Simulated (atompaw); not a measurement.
# LDA (PW92) PAW (atompaw) dataset for boron, non-relativistic all-electron reference.

| Item | Value |
| --- | --- |
| Element | B |
| Generator | atompaw 4.2.0.5 |
| Type | PAW |
| Functional | LDA (PW92) |
| Relativity | non-relativistic |
| Frozen core | [He] |
| Valence charge | 3 |
| Reference configuration | 2s1 2p0 (charge +2) |
| Partial waves | 2s (bound): rc 1.45 bohr; 2s channel at -1.6 Ry: rc 1.15 bohr; 2p (bound, empty): rc 1.45 bohr; 2p channel at -1 Ry: rc 1.45 bohr; 3d channel at 0.25 Ry: rc 1.45 bohr |
| Local potential | vpsmatchnc scheme with l = 3 at 0 Ry, radius 1.45 bohr |
| Core correction | smooth core density matched at 1.10 bohr |
| Augmentation charge | besselshape compensation charge, radius 1.10 bohr; PAW radius 1.45 bohr; waves and projectors: custom polynom2 7 10 vanderbiltortho |

Question: Does the generator finish with these settings?

Answer: Yes, a potential is produced.

Question: Estimate the cutoffs (Ry, on a coarse ladder) from which the occupation-weighted sum of valence levels, in a spherical-Bessel basis at the reference potential, stays within 10 and 1 mRy of its value at 400 Ry.

Answer: 10 Ry and 18 Ry. The cutoffs count occupied waves only; the empty 2p level needs 18 Ry at the loose tolerance.

Question: What does a ghost test show?

Answer: No extra level below or beside the all-electron valence levels (s, p, d, f tested).

Question: Is the overlap operator S = 1 + Σ q|β⟩⟨β| positive definite (Bessel basis up to 400 Ry)?

Answer: Yes: its lowest eigenvalue is 0.40 (s channel).
